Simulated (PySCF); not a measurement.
# `N[SiH2]NC1[C@H](F)[C@H]1F`, C$_{3}$H$_{8}$F$_{2}$N$_{2}$Si

Geometry:
| atom | x (Å) | y (Å) | z (Å) |
| --- | --- | --- | --- |
| N1 | 2.808 | 0.741 | 0.841 |
| Si2 | 1.816 | -0.286 | -0.117 |
| N3 | 0.225 | 0.130 | 0.428 |
| C4 | -0.917 | -0.534 | -0.061 |
| C5 | -1.843 | 0.082 | -1.090 |
| F6 | -1.590 | 1.356 | -1.506 |
| C7 | -2.294 | -0.084 | 0.332 |
| F8 | -3.253 | -1.018 | 0.586 |
| H9 | 2.636 | 0.786 | 1.833 |
| H10 | 3.798 | 0.731 | 0.668 |
| H11 | 2.142 | 0.042 | -1.506 |
| H12 | 1.892 | -1.737 | 0.105 |
| H13 | 0.055 | 1.115 | 0.574 |
| H14 | -0.769 | -1.602 | -0.164 |
| H15 | -2.283 | -0.508 | -1.883 |
| H16 | -2.431 | 0.794 | 0.949 |

The calculation used PySCF 2.14.0, TDDFT wB97X-D/def2-SVPD circular dichroism and optical rotation, one conformer, gas phase. Geometry: GFN2-xTB.

The molecule is flexible and this is one conformer; a measurement averages over conformers.

(1) Draw the ECD and absorption spectra from the lowest 12 states, each a Gaussian of half-width 0.3 eV at 1/e height.

Answers

(1) 
```
E (eV)  λ (nm)  Δε (L mol⁻¹ cm⁻¹)  ε (L mol⁻¹ cm⁻¹)
  5.79     214              +0.10              13.1
  5.89     211              +0.29              35.8
  5.99     207              +0.63              78.6
  6.09     204              +1.18               141
  6.19     200              +1.94               217
  6.29     197              +3.21               311
  6.39     194              +5.73               476
  6.49     191             +10.39               795
  6.59     188             +16.99              1300
  6.69     185             +23.16              1890
  6.79     183             +25.27              2340
  6.89     180             +21.46              2460
  6.99     177             +13.76              2260
  7.09     175              +6.83              1890
  7.19     172              +4.52              1560
  7.29     170              +7.20              1440
  7.39     168             +11.41              1700
  7.49     166             +11.91              2320
  7.59     163              +5.40              3130
  7.69     161              -6.18              3760
  7.79     159             -16.84              3890
  7.89     157             -21.80              3500
  7.99     155             -21.44              2980
  8.09     153             -19.90              2780
  8.19     151             -20.91              3100
  8.29     150             -25.29              3760
  8.39     148             -30.97              4340
```
Δε uses R in velocity form, ε uses f in length form. Only the states computed contribute, so the short-wavelength end is incomplete.
